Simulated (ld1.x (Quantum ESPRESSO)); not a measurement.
# Which change was made? (Si, PAW)

Si, PAW, made with ld1.x (Quantum ESPRESSO) 7.5 (BP86, scalar-relativistic). Core [Ne], reference 3s2 3p0 (charge +2). Waves: 3s (bound): rcut 1.20, rcutus 1.65 bohr; 3s channel at 2.15 Ry: rcut 1.20, rcutus 1.65 bohr; 3p (bound, empty): rcut 1.80, rcutus 2.10 bohr; 3p channel at -0.55 Ry: rcut 1.80, rcutus 2.10 bohr. Local part: all-electron potential smoothed inside 1.50 bohr (lloc = -1). Core correction: Bessel-smoothed model core inside 1.25 bohr. Augmentation charge: PSQ, inside the norm-conserving radii.

Cutoffs, loose and tight: the cutoffs (Ry, on a coarse ladder) from which the occupation-weighted sum of valence levels, in a spherical-Bessel basis at the reference potential, stays within 10 and 1 mRy of its value at 400 Ry. They do not see the model core or the augmentation charge, which bear on the density cutoff. Test errors are all-electron minus pseudo excitation energies from the reference, over the configurations 3s2 3p2; 3s2 3p1; 3s1 3p0; 3s2 3p2.3; 3s1 3p2; 3s2 3p1.5; 3s1 3p3; variants that change the core or the reference have their own tests.

The base gives: outcome: generated; cutoff, loose: 12 Ry; cutoff, tight: 18 Ry; bound ghosts: none; largest test error (meV): -24.

Task: After one change the result is: outcome: generated; cutoff, loose: 15 Ry; cutoff, tight: 21 Ry; bound ghosts: none; largest test error (meV): -23. Which change was it?
A. reference 3s1 3p3
B. waves 3s (bound): rcut 1.20, rcutus 2.16 bohr; 3s channel at 2.15 Ry: rcut 1.20, rcutus 2.16 bohr
C. all radii but the core radius scaled by about 0.92 (s 1.52, p 1.94 bohr, rcut 1.12/1.66); local potential all-electron potential smoothed inside 1.38 bohr (lloc = -1)

Result: C. The others give: reference 3s1 3p3 → outcome: generated; cutoff, loose: 10 Ry; cutoff, tight: 15 Ry; bound ghosts: none; largest test error (meV): -52 | waves 3s (bound): rcut 1.20, rcutus 2.16 bohr; 3s channel at 2.15 Ry: rcut 1.20, rcutus 2.16 bohr → outcome: generated; cutoff, loose: 6 Ry; cutoff, tight: 8 Ry; bound ghosts: none; largest test error (meV): -24.
